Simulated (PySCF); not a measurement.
## Splitting trees

Molfile (atoms numbered from 1):
```
C4H3F3
     RDKit          3D

 10  9  0  0  0  0  0  0  0  0999 V2000
    2.2900    0.3177   -0.0581 C   0  0  0  0  0  0  0  0  0  0  0  0
    1.1907   -0.1342    0.1630 C   0  0  0  0  0  0  0  0  0  0  0  0
   -0.1332   -0.6735    0.4256 C   0  0  0  0  0  0  0  0  0  0  0  0
   -1.2421    0.3554    0.3177 C   0  0  0  0  0  0  0  0  0  0  0  0
   -2.4200   -0.2211    0.5769 F   0  0  0  0  0  0  0  0  0  0  0  0
   -1.3072    0.8808   -0.9040 F   0  0  0  0  0  0  0  0  0  0  0  0
   -1.0787    1.3523    1.1855 F   0  0  0  0  0  0  0  0  0  0  0  0
    3.2683    0.7169   -0.2534 H   0  0  0  0  0  0  0  0  0  0  0  0
   -0.1861   -1.1035    1.4383 H   0  0  0  0  0  0  0  0  0  0  0  0
   -0.3718   -1.4814   -0.2842 H   0  0  0  0  0  0  0  0  0  0  0  0
  1  2  3  0
  2  3  1  0
  3  4  1  0
  4  5  1  0
  4  6  1  0
  4  7  1  0
  1  8  1  0
  3  9  1  0
  3 10  1  0
M  END
```

- geometry from PBE0-D3(BJ)/def2-SVP
- GIAO HF/pcSseg-2 shieldings
- J: B3LYP/pcJ-1 (spin–dipole term only in couplings to heteroatoms)
- program: PySCF 2.14.0 with density-fitted response routines
- one computed conformer, non-relativistic Hamiltonian, gas phase, rapidly exchanging positions averaged

Chemical shifts δ = σref − σ; 19F (245.28 ppm) against CFCl3; 13C (191.47 ppm) and 1H (31.68 ppm) vs TMS, all at this level.

Spectrometer: 500 MHz for 1H. First-order analysis; couplings under 1 Hz (under 4 Hz in carbon signals) are ignored, and nearly equal couplings are merged; the smaller ones broaden or split the lines further.

Question: What pattern does F5/F6/F7 show (19F)?

Answer: A triplet at δ -51.9: 9.2 Hz to H9/H10 (2 × 1H, 3 bonds away). Lines in Hz from the centre (relative intensity): +9.2 (1), +0.0 (2), -9.2 (1). The outer lines are 18.4 Hz apart, the sum of the couplings kept, or 0.039 ppm at this field.

Question: What pattern does C3 show in the proton-coupled 13C spectrum?

Answer: A triplet of quartets of doublets at δ 24.7: 139.3 Hz to H9/H10 (2 × 1H, 1 bond away), 37.6 Hz to F5/F6/F7 (3 × 19F, 2 bonds away), 4.1 Hz to H8 (1 × 1H, 3 bonds away). Lines in Hz from the centre (relative intensity): +197.8 (1), +193.7 (1), +160.2 (3), +156.1 (3), +122.5 (3), +118.5 (3), +85.0 (1), +80.8 (1), +58.5 (2), +54.4 (2), +20.9 (6), +16.8 (6), -16.8 (6), -20.9 (6), -54.4 (2), -58.5 (2), -80.8 (1), -85.0 (1), -118.5 (3), -122.5 (3), -156.1 (3), -160.2 (3), -193.7 (1), -197.8 (1). The outer lines are 395.5 Hz apart, the sum of the couplings kept, or 3.146 ppm at this field.

Question: What pattern does C2 show in the proton-coupled 13C spectrum?

Answer: A doublet of triplets of quartets at δ 76.5: 53.6 Hz to H8 (1 × 1H, 2 bonds away), 11.6 Hz to H9/H10 (2 × 1H, 2 bonds away), 4.2 Hz to F5/F6/F7 (3 × 19F, 3 bonds away). Lines in Hz from the centre (relative intensity): +44.7 (1), +40.5 (3), +36.3 (3), +33.1 (2), +32.1 (1), +28.9 (6), +24.7 (6), +21.5 (1), +20.5 (2), +17.3 (3), +13.1 (3), +8.9 (1), -8.9 (1), -13.1 (3), -17.3 (3), -20.5 (2), -21.5 (1), -24.7 (6), -28.9 (6), -32.1 (1), -33.1 (2), -36.3 (3), -40.5 (3), -44.7 (1). The outer lines are 89.4 Hz apart, the sum of the couplings kept, or 0.711 ppm at this field.

Question: What pattern does H8 show (1H)?

Answer: A triplet at δ 2.44: 4.2 Hz to H9/H10 (2 × 1H, 4 bonds away). Lines in Hz from the centre (relative intensity): +4.2 (1), +0.0 (2), -4.2 (1). The outer lines are 8.4 Hz apart, the sum of the couplings kept, or 0.017 ppm at this field.
